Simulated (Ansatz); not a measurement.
Consider the ligand exchange at a B–O bond: `BOC([SiH3])Br` + `CC[SeH]` → `B[Se]CC` + `OC([SiH3])Br`.

Isolated molecules relaxed with PBE0-D4/def2-TZVP in Ansatz; ΔE leaves out vibrations. CCSD(T)/CBS is the MP2 limit (def2-TZVPP, def2-QZVPP) plus CCSD(T) − MP2 in def2-TZVPP, frozen cores. Functionals use def2-TZVPP. For Br, Se outer-core shells are correlated without core-valence functions, which leaves a few kJ/mol of doubt a bond. Scalar relativity is left out up to krypton. One conformer a species, not always the lowest.

| species | ωB97M-V energy (Eh) |
| --- | --- |
| `BOC([SiH3])Br` | -3005.28246 |
| `CC[SeH]` | -2481.21344 |
| `B[Se]CC` | -2506.66757 |
| `OC([SiH3])Br` | -2979.81533 |

**Question.** Work out ΔE.

**Answer.** ΔE = (-2506.66757) + (-2979.81533) − (-3005.28246) − (-2481.21344) = 0.01300 Eh = +34.1 kJ/mol. CCSD(T)/CBS gives +28.6 kJ/mol.

Largest T1 diagnostic among the species: 0.012.

In def2-TZVPP, CCSD(T) changes the Hartree–Fock value by −11.6 kJ/mol (the triples alone add −2.4 kJ/mol) and MP2 by −14.1 kJ/mol. From PBE to PBE0 (25 % exact exchange), in def2-TZVPP and without D4, ΔE moves by +3.2 kJ/mol.
